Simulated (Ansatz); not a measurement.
Total energies of Br2H4In2, SMILES `[Br+]1[InH2-][Br+][InH2-]1`.

Z-matrix (Å, degrees):
```
In
Br 1 2.704
Br 1 2.704 2 90.1
H 1 1.700 2 104.2 3 104.7
H 1 1.701 2 104.0 3 -104.4
In 2 2.704 1 89.7 3 5.2
H 6 1.700 2 104.2 1 -109.9
H 6 1.701 2 104.0 1 99.3
```

Total charge 0; spin multiplicity 1. Correlated methods include outer-core shells of Br, In, which these sets cover unevenly. Scalar relativity is left out up to krypton. In takes the def2 core potential. All single points use the PBE0-D4/def2-TZVP geometry. Basis def2-TZVPP, Ansatz.

RPA on PBE orbitals: Hartree–Fock energy of these orbitals -5525.61558 Eh, correlation -1.70222 Eh (frozen core).

| functional | energy without D4 (Eh) | D4 term (kJ/mol) |
| --- | --- | --- |
| PBE | -5530.30673 | -26.5 |
| B2PLYP | -5529.88961 | – |

Task: Give the same for LDA (SPW92), revPBE, BLYP, r2SCAN, B97M-V, PBE0, B3LYP, r2SCANh, r2SCAN0, HSE06 (plane-wave form), BHLYP, CAM-B3LYP, LC-ωPBE, ωB97X-V, ωB97M-V, PBE-QIDH. (An estimate is asked.)

Result: Computed: 
```
             functional  energy without D4 (Eh)  D4 term (kJ/mol)
            LDA (SPW92)             -5523.30523                 –
                 revPBE             -5530.74035             -52.0
                   BLYP             -5531.03341             -53.3
                 r2SCAN             -5531.20828              -5.8
                 B97M-V             -5530.18413                 –
                   PBE0             -5530.49295             -23.1
                  B3LYP             -5531.28550             -43.7
                r2SCANh             -5531.18004              -6.5
                r2SCAN0             -5531.13970              -7.4
HSE06 (plane-wave form)             -5530.49843             -22.4
                  BHLYP             -5530.91419             -47.0
              CAM-B3LYP             -5531.29700             -24.8
                LC-ωPBE             -5530.44809                 –
                ωB97X-V             -5530.58517                 –
                ωB97M-V             -5530.69100                 –
               PBE-QIDH             -5529.47095                 –
```

B3LYP takes the VWN-RPA correlation (the form of Gaussian; ORCA's B3LYP/G). HSE06 is the plane-wave form, built on full-range PBE exchange. The double hybrids freeze the cores in their second-order part.

LC-ωPBE has ω = 0.4 bohr⁻¹.
